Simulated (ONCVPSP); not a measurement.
fluorine: one change to an ONCV potential, before and after

F (Z = 9), optimised norm-conserving Vanderbilt (ONCV), made with ONCVPSP 4.0.1 (PBE, non-relativistic). Core [He], reference 2s2 2p3 (charge +2). Waves: 2s: rc 0.80 bohr, ncon 5, nbas 8, qcut 10.1 1/bohr, 1 projector; 2p: rc 0.80 bohr, ncon 3, nbas 6, qcut 8.3 1/bohr, 2 projectors, debl 2.5 Ha; d scattering state at 0.23 Ha: rc 0.70 bohr, ncon 4, nbas 7, qcut 14.3 1/bohr, 2 projectors, debl 3.5 Ha. Local part: polynomial inside 0.65 bohr (lpopt 5, dvloc0 0 Ha). Core correction: Teter function fitted to the true core (icmod 2), fcfact 0.35.

Change: p: qcut 10.

Cutoffs: the cutoffs (Ha) at which the residual kinetic energy of the hardest occupied pseudo-wave falls to 1 and 0.1 mHa per electron; they do not see the model core or the augmentation charge, which bear on the density cutoff. Errors are all-electron minus pseudo energies relative to the spin-unpolarised reference configuration.

What does the change do?

Of the 4 tests that both files solve, the error grows in 0 and shrinks in 4 by more than 15 % and 0.3 meV (median size 77.1 → 58.8 meV); neither file shows a bound ghost.

| quantity | base | changed |
| --- | --- | --- |
| cutoffs, loose and tight | not determined | 148 Ha, 251 Ha |
| bound ghosts | none | none |
| GHOST(+) flags under 300 eV | none | none |
| error for 2s2 2p5, meV [ΔE -57.80 eV] | +85 | +62 |
| error for 2s2 2p4, meV [ΔE -38.39 eV] | +39 | +29 |
| error for 2s2 2p2, meV [ΔE 60.64 eV] | +69 | +56 |
| error for 2s1 2p6, meV [ΔE -39.07 eV] | +180 | +127 |
| s: phases at 0.81 bohr within 0.05 rad from the reference energy up to (Ha; the scan ends near 5) | to the end of the scan | to the end of the scan |
| p: phases at 0.81 bohr within 0.05 rad from the reference energy up to (Ha; the scan ends near 5) | to the end of the scan | to the end of the scan |
| d: phases at 0.71 bohr within 0.05 rad from the reference energy up to (Ha; the scan ends near 5) | to the end of the scan | to the end of the scan |
| rms error of d²Exc/dni dnj with the model core, mHa | 3.42 | 3.27 |
